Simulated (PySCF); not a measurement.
GeI3, SMILES [I][Ge]([I])[I] (connectivity only; charge and spin as stated), charge +1, multiplicity 1. Heavy atoms are numbered as in [I:1][Ge:2]([I:3])[I:4].

The structure is a stationary point at r2SCAN-D4/def2-SVP. The spin state was assumed, not searched. The isomer is the one that the SMILES or the coordinates give; other isomers of the formula were not compared. The def2 effective core potentials stand for the cores of I; spin–orbit coupling is left out.

Computed with PySCF with B3LYP/def2-TZVP.

ESP charges are fitted to the potential on shells at 1.4 to 2.0 van der Waals radii. Atomic charges (e), one atom of each kind:

```json
[
 {"atom": "I1", "Löwdin": "[?]", "ESP fit": "0.39"},
 {"atom": "Ge2", "Löwdin": "[?]", "ESP fit": "-0.16"}
]
```

Problem. Complete the blanks. (Estimate from the structure and the level; the computed values follow.)

Solution. 
- I1, Löwdin: 0.42
- Ge2, Löwdin: -0.26
